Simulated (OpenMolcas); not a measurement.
GeClF (SMILES [F][Ge][Cl]): the vertical ionisation energy from total energies

The species is GeClF (3 atoms), meant as a singlet with charge 0. SMILES: `[F][Ge][Cl]`. The coordinates come from a PBE0-D4/def2-TZVP relaxation.

```xyz
3

F     0.1104    1.4187    0.2062
Ge   -0.7628    0.0356   -0.4103
Cl    0.6416   -1.5191    0.1910
```

Both states at this one shape; open shells run unrestricted unless said. 1 Eh = 27.2114 eV.

| level | program | singlet GeClF (Eh) | doublet GeClF+ (Eh) | HOMO of the first (eV) |
| --- | --- | --- | --- | --- |
| SVWN5/def2-TZVP | OpenMolcas | -2631.941955 | -2631.540995 | -7.46 |
| BLYP/def2-TZVP | OpenMolcas | -2637.252077 | -2636.864502 | -7.14 |
| TPSS/def2-TZVP | OpenMolcas | -2637.188165 | -2636.797619 | -7.35 |
| M06-2X/def2-TZVP | OpenMolcas | -2637.147927 | -2636.752164 | -9.51 |

Problem. Work out the vertical ionisation energy at each level.

Solution. 
1. SVWN5/def2-TZVP: -2631.540995 − (-2631.941955) = 0.400960 Eh = 10.91 eV; −ε(HOMO) = 7.46 eV.
2. BLYP/def2-TZVP: -2636.864502 − (-2637.252077) = 0.387575 Eh = 10.55 eV; −ε(HOMO) = 7.14 eV.
3. TPSS/def2-TZVP: -2636.797619 − (-2637.188165) = 0.390546 Eh = 10.63 eV; −ε(HOMO) = 7.35 eV.
4. M06-2X/def2-TZVP: -2636.752164 − (-2637.147927) = 0.395763 Eh = 10.77 eV; −ε(HOMO) = 9.51 eV.

No measured value is set beside it here; the levels span 10.55 to 10.91 eV. In semi-local functionals −ε(HOMO) lies far under the ionisation energy, a result of self-interaction, while the difference of totals does much better. All-electron rows are non-relativistic unless named.
